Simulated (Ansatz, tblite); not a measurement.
Cost and result up the ladder for (Cl2Ga-mu-SH)3 (Ga₃H₃S₃Cl₆) (15 atoms). Total charge 0; singlet. Geometry: PBE-D4/def2-SVP.

```tsv
atom	x (Å)	y (Å)	z (Å)
Ga1	-0.751	0.972	1.783
Cl2	-1.518	2.724	2.803
Cl3	-0.536	-0.854	2.901
S4	-2.065	0.759	-0.199
Ga5	-1.388	-1.217	-1.365
Cl6	-2.684	-1.242	-3.103
Cl7	-1.265	-2.941	-0.084
S8	0.793	-0.737	-2.187
Ga9	2.255	-0.190	-0.390
Cl10	4.030	0.651	-1.307
Cl11	2.413	-1.904	0.900
S12	1.245	1.691	0.688
H13	-3.125	0.154	0.412
H14	0.559	0.527	-2.645
H15	2.038	1.607	1.795
```

Ansatz on 2 threads of AMD EPYC 7R13 on a shared host and a share (18 GiB) of an NVIDIA H100 80GB HBM3; xTB runs through tblite on one thread. Times are rough, summed over both states, and most runs start from the orbitals of an earlier one. r2SCAN0-D4/def2-TZVP serves as the yardstick here, not as an exact answer. The other state is a doublet.

The xTB rows come from tblite. Single mean-field runs in def2-TZVP are fitted with def2-universal-jkfit.

Run but left out: PBE-D4/def2-TZVP (charge +1 doublet: an occupied level 0.05 eV above an empty one).

Raw xTB energies of ions are shifted by several eV.

```json
{"level": "r2SCAN0-D4/def2-TZVP", "functions": "495", "vertical IE (eV)": "10.58", "difference from r2SCAN0-D4/def2-TZVP (eV)": "0.00"}
{"level": "PBE0-D4/def2-TZVP", "functions": "495", "vertical IE (eV)": "10.37", "difference from r2SCAN0-D4/def2-TZVP (eV)": "-0.21"}
{"level": "GFN2-xTB", "functions": "111", "vertical IE (eV)": "13.93", "difference from r2SCAN0-D4/def2-TZVP (eV)": "3.35"}
{"level": "GFN1-xTB", "functions": "114", "vertical IE (eV)": "14.15", "difference from r2SCAN0-D4/def2-TZVP (eV)": "3.57"}
```

**Question.** Estimate how long each takes.

**Answer.** GFN1-xTB 0.12 s; GFN2-xTB 0.17 s; PBE0-D4/def2-TZVP 22 s; r2SCAN0-D4/def2-TZVP 29 s. On shared hardware such times vary by a factor of up to 3.
